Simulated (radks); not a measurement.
Results of a calculation; reference values are marked as such.
Ga+, 30 electrons, occupied as [Ar] 3d10 4s2. Level of theory: scalar-relativistic Kohn-Sham, LB94 model potential, spin-polarised, spherical densities, finite nucleus; Fermi nuclear charge, rms radius 3.9973 fm (a radial shooting solver on a logarithmic mesh with Libxc functionals).

Normalised radial functions P(r) = r R(r), r in bohr:

| r | 3s | 4s |
|---|---|---|
| 0.003693 | 0.1430 | 0.0433 |
| 0.004231 | 0.1604 | 0.0486 |
| 0.004848 | 0.1795 | 0.0544 |
| 0.005554 | 0.2002 | 0.0607 |
| 0.006363 | 0.2225 | 0.0674 |
| 0.00729 | 0.2463 | 0.0746 |
| 0.008352 | 0.2713 | 0.0822 |
| 0.009569 | 0.2971 | 0.0900 |
| 0.01096 | 0.3232 | 0.0979 |
| 0.01256 | 0.3489 | 0.1057 |
| 0.01451 | 0.3743 | 0.1134 |
| 0.01662 | 0.3955 | 0.1198 |
| 0.01904 | 0.4120 | 0.1248 |
| 0.02181 | 0.4220 | 0.1278 |
| 0.02499 | 0.4231 | 0.1280 |
| 0.02863 | 0.4125 | 0.1247 |
| 0.0328 | 0.3875 | 0.1170 |
| 0.03758 | 0.3453 | 0.1041 |
| 0.04306 | 0.2833 | 0.0852 |
| 0.04933 | 0.1999 | 0.0597 |
| 0.05652 | 0.0947 | 0.0276 |
| 0.06527 | -0.0387 | -0.0130 |
| 0.07478 | -0.1809 | -0.0562 |
| 0.08567 | -0.3310 | -0.1017 |
| 0.09815 | -0.4778 | -0.1459 |
| 0.1125 | -0.6062 | -0.1841 |
| 0.1288 | -0.6988 | -0.2108 |
| 0.1476 | -0.7367 | -0.2202 |
| 0.1691 | -0.7030 | -0.2068 |
| 0.1937 | -0.5855 | -0.1671 |
| 0.222 | -0.3814 | -0.1006 |
| 0.2563 | -0.0816 | -0.0050 |
| 0.2937 | 0.2556 | 0.0997 |
| 0.3365 | 0.6080 | 0.2046 |
| 0.3855 | 0.9324 | 0.2932 |
| 0.4417 | 1.1872 | 0.3491 |
| 0.506 | 1.3405 | 0.3584 |
| 0.5797 | 1.3775 | 0.3133 |
| 0.6642 | 1.3033 | 0.2137 |
| 0.7609 | 1.1412 | 0.0676 |
| 0.8718 | 0.9258 | -0.1095 |
| 0.9988 | 0.6947 | -0.2976 |
| 1.153 | 0.4685 | -0.4843 |
| 1.322 | 0.2948 | -0.6272 |
| 1.514 | 0.1683 | -0.7221 |
| 1.735 | 0.0864 | -0.7611 |
| 1.987 | 0.0394 | -0.7445 |
| 2.277 | 0.0157 | -0.6797 |
| 2.609 | 0.0054 | -0.5792 |
| 2.989 | 0.0016 | -0.4589 |
| 3.424 | 0.0004 | -0.3357 |
| 3.923 | 0.0001 | -0.2246 |
| 4.53 | 0.0000 | -0.1316 |
| 5.19 | 0.0000 | -0.0706 |
| 5.946 | 0.0000 | -0.0333 |
| 6.813 | 0.0000 | -0.0136 |
| 7.805 | 0.0000 | -0.0047 |
| 8.942 | 0.0000 | -0.0014 |

3s: eigenvalue -164.13 eV, 2 radial nodes at r = 0.0627, 0.265 bohr, <r> = 0.654 bohr, 90 % of the charge inside 0.981 bohr. 4s: eigenvalue -22.240 eV, 3 radial nodes at r = 0.0625, 0.258, 0.803 bohr, <r> = 2.12 bohr, 90 % of the charge inside 3.18 bohr.
